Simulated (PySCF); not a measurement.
SMILES B(O)([NH][Ge]([CH3])([CH3])[CH3])O (C₃H₁₂BGeNO₂), singlet (GFN2-xTB optimised geometry):

```
20

Ge     0.211    -0.703     0.000
C     -0.520     1.153     0.000
C     -0.518    -1.734     1.545
C      2.195    -0.703     0.000
N     -0.264    -1.541    -1.566
B     -1.533    -1.841    -2.123
O     -2.708    -1.516    -1.498
O     -1.592    -2.478    -3.327
H     -0.262     1.665     0.923
H     -1.602     1.158    -0.100
H     -0.105     1.718    -0.829
H     -1.603    -1.780     1.522
H     -0.139    -2.752     1.527
H     -0.218    -1.276     2.483
H      2.581    -0.167    -0.863
H      2.581    -1.718    -0.026
H      2.573    -0.220     0.896
H      0.508    -1.841    -2.140
H     -2.581    -1.075    -0.660
H     -2.493    -2.631    -3.609
```

Level of theory: PBE0/def2-SVP (PySCF).

Question: What are the frontier orbital energies and the dipole moment?

Answer: HOMO-2 -8.60 eV, HOMO-1 -8.45 eV, HOMO -6.91 eV, LUMO 1.05 eV, LUMO+1 1.84 eV; dipole moment 1.94 D.

On the same geometry PBE/def2-SVP (PySCF) gives HOMO-2 -7.13 eV, HOMO-1 -6.75 eV, HOMO -5.45 eV, LUMO 0.19 eV, LUMO+1 0.98 eV; dipole moment 1.83 D.

Meta-Löwdin charges at PBE0/def2-SVP: Ge1 0.84, C2 -0.52, C3 -0.52, C4 -0.52, N5 -0.56, B6 0.43, O7 -0.52, O8 -0.51, H9 0.11, H10 0.11, H11 0.12, H12 0.11, H13 0.12, H14 0.11, H15 0.11, H16 0.11, H17 0.11, H18 0.23, H19 0.32, H20 0.33.
